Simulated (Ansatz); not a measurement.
Ideal-gas functions of C3FN3Si, SMILES `N#C[Si](F)(C#N)C#N` at 400 K and 1 bar, from an Ansatz frequency run at PBE0-D4/def2-TZVP.

Molar mass 125.14 g/mol, point group C3v (symmetry number 3), electronic degeneracy 1, moments of inertia 310.861, 310.866, 434.313 u Å². Harmonic wavenumbers (cm⁻¹, unscaled): 88, 89, 109, 176, 176, 255, 350, 350, 407, 407, 420, 531, 709, 709, 978, 2349, 2349, 2350.

Use S(trans) = R[1.5 ln M + 2.5 ln T − 1.1517]; rotational temperatures θ = 24.2544 K / I; S(rot) = R[ln(√π/σ · √(T³/θAθBθC)) + 1.5]; for each mode x = 1.438777 ν̃/T, S = R[x/(eˣ − 1) − ln(1 − e⁻ˣ)] and H = RT x/(eˣ − 1); 1 cm⁻¹ = 0.0119627 kJ/mol; R = 8.31446 J/(mol·K).

Q: By hand: the entropy, in J/(mol·K).

A: Translation 175.2. Rotation: θ = 0.078, 0.078, 0.0558 K, giving 116.0. Vibration, mode by mode: 17.91, 17.82, 16.15, 12.25, 12.25, 9.32, 6.93, 6.93, 5.85, 5.85, 5.63, 4.09, 2.47, 2.47, 1.14, 0.02, 0.02, 0.02, in all 127.1. Electronic 0.0. Sum 418.3 J/(mol·K).

Q: By hand: H − E and G − E in kJ/mol, counted from the electronic energy.

A: Zero-point energy ½ × 12802 × 0.0119627 = 76.6; thermal vibration 25.8; translation, rotation and pV give 4 RT = 13.3. H − E = 115.7 kJ/mol, and G − E = 115.7 − 400 × 418.3/1000 = -51.6 kJ/mol.

Vibration gives 30 % of the entropy, 51.9 J/(mol·K) of it from the modes under 150 cm⁻¹: soft modes count most, and the harmonic formula is weakest for them.
